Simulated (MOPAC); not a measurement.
MOPAC input (AM1):

```
AM1 PRECISE GNORM=0.05 LET XYZ UHF MS=0.5 GEO-OK AUX(PRECISION=9) THREADS=1
CH3GeO2

O     2.03215300 1   -0.46500200 1   -0.84481300 1
C     1.79539600 1   -0.25794900 1    0.30124600 1
O     0.69265700 1    0.01890300 1    0.92771000 1
Ge   -0.90071000 1    0.14348500 1   -0.05465700 1
H    -1.90496300 1    0.47342400 1    1.04908800 1
H    -0.71165600 1    1.27415700 1   -1.06753300 1
H    -1.13150500 1   -1.22261300 1   -0.70318600 1
```

From the output:

```
                                                       MOPAC v23.2.5 Linux

          FINAL HEAT OF FORMATION =        -51.15199 KCAL/MOL =    -214.01994 KJ/MOL

          COSMO AREA              =        112.97 SQUARE ANGSTROMS
          COSMO VOLUME            =        100.46 CUBIC ANGSTROMS

          GRADIENT NORM           =          0.04328          =       0.01636 PER ATOM
          IONIZATION POTENTIAL    =          9.006417 EV
          ALPHA SOMO LUMO (EV)    =         -9.006 -0.018
          BETA  SOMO LUMO (EV)    =        -11.857 -1.491
          NO. OF ALPHA ELECTRONS  =         12
          NO. OF BETA  ELECTRONS  =         11
          MOLECULAR WEIGHT        =        119.6235         POINT GROUP:  Cs

          MOLECULAR DIMENSIONS (Angstroms)

            Atom       Atom       Distance
            H     5    O     1     4.72719
            O     3    H     7     2.64722
            H     7    H     6     2.26351

          SCF CALCULATIONS        =         24

   ATOM   CHEMICAL          X               Y               Z
  NUMBER   SYMBOL      (ANGSTROMS)     (ANGSTROMS)     (ANGSTROMS)

     1       O          2.27553455  *  -0.50155228  *  -0.81482373  *
     2       C          1.76339474  *  -0.26129685  *   0.24142469  *
     3       O          0.70811927  *   0.00823619  *   0.87243230  *
     4      Ge         -0.98750109  *   0.16063978  *  -0.03711394  *
     5       H         -1.90421039  *   0.48927384  *   1.15857244  *
     6       H         -0.80090062  *   1.31268939  *  -1.04591563  *
     7       H         -1.22727795  *  -1.22289937  *  -0.67590482  *

                             CARTESIAN COORDINATES

   1    O        2.275534548    -0.501552284    -0.814823729
   2    C        1.763394742    -0.261296848     0.241424687
   3    O        0.708119267     0.008236186     0.872432304
   4   Ge       -0.987501093     0.160639782    -0.037113937
   5    H       -1.904210388     0.489273836     1.158572443
   6    H       -0.800900616     1.312689386    -1.045915629
   7    H       -1.227277947    -1.222899365    -0.675904816

           Empirical Formula: C H3 O2 Ge  =     7 atoms

      MOLECULAR POINT GROUP   :   Cs

          ALPHA EIGENVALUES
 -40.61040 -38.34280 -23.04775 -18.56766 -17.51271 -17.23392 -15.38439 -13.44566
 -13.17842 -12.07182 -11.85350  -9.00642  -0.01792   0.37334   0.41621   1.30482
   1.65361   3.64402   6.59020

           BETA EIGENVALUES
 -40.13175 -38.01390 -22.47367 -18.26388 -17.01631 -16.70041 -15.18712 -13.12991
 -12.99721 -12.07518 -11.85745  -1.49116   0.38853   0.42010   1.39827   1.77187
   2.20029   3.93110   7.55131

              NET ATOMIC CHARGES AND DIPOLE CONTRIBUTIONS

  ATOM NO.   TYPE          CHARGE      No. of ELECS.   s-Pop       p-Pop
    1          O          -0.241695        6.2417     1.90681     4.33488
    2          C           0.259504        3.7405     1.36480     2.37570
    3          O          -0.311952        6.3120     1.87921     4.43274
    4         Ge           0.502233        3.4978     0.94482     2.55295
    5          H          -0.059937        1.0599     1.05994
    6          H          -0.074077        1.0741     1.07408
    7          H          -0.074076        1.0741     1.07408
 DIPOLE           X         Y         Z       TOTAL
 POINT-CHG.    -2.617     0.459     0.129     2.660
 HYBRID        -0.072    -0.019    -0.213     0.226
 SUM           -2.690     0.440    -0.084     2.727

          ATOMIC ORBITAL ELECTRON POPULATIONS

     Atom    s        px        py        pz
    1  O   1.90681   1.58329   1.54781   1.20378
    2  C   1.36480   0.82295   0.66967   0.88308
    3  O   1.87921   1.17127   1.73884   1.52263
    4 Ge   0.94482   0.76047   0.91159   0.88090
    5  H   1.05994
    6  H   1.07408
    7  H   1.07408

                    (SZ)    =    0.500000
                    (S**2)  =    0.761494

          ATOMIC ORBITAL SPIN POPULATIONS

    Atom   Total    s     px     py     pz
         Atomic
    1  O  0.2034  0.002  0.053 -0.018  0.167
    2  C  0.4578  0.154  0.069  0.021  0.214
    3  O  0.0141  0.031 -0.013 -0.000 -0.003
    4 Ge  0.3826  0.044  0.252  0.022  0.065
    5  H -0.0176 -0.018
    6  H -0.0202 -0.020
    7  H -0.0202 -0.020

 **********************
 *                    *
 * JOB ENDED NORMALLY *
 *                    *
 **********************

 == MOPAC DONE ==
```

The geometry given is a B3LYP-D3(BJ)/def2-TZVP minimum.
